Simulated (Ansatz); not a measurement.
Reaction (cleavage of the B–Al bond): `N[BH][Al]([Cl])[Cl]` + `PS` → `NBPS` + `[Cl][AlH][Cl]`

Computed with Ansatz on PBE0-D4/def2-TZVP structures; ΔE is electronic, products minus reactants. CCSD(T)/CBS is the MP2 limit (def2-TZVPP, def2-QZVPP) plus CCSD(T) − MP2 in def2-TZVPP, frozen cores. This one scheme is used for every species. Functionals use def2-TZVPP. One conformer a species, not always the lowest.

```csv
level,ΔE (kcal/mol)
B97M-V,-7.2
PBE0,-3.5
```

(1) What does CCSD(T)/CBS give? (Best estimate.)

Largest T1 diagnostic among the species: 0.014.

## Answers

(1) Computed: -4.4 kcal/mol. The listed levels differ from it by -2.8, 0.9 kcal/mol.

From BLYP to BHLYP (50 % exact exchange), in def2-TZVPP and without D4, ΔE moves by −1.3 kcal/mol. Leaving LDA and LC-ωPBE aside and taking each functional with its dispersion term where it has one, the values, not all of them listed here, spread over 3.9 kcal/mol, from B97M-V to PBE-D4. LDA lies −0.8 kcal/mol from PBE without D4.
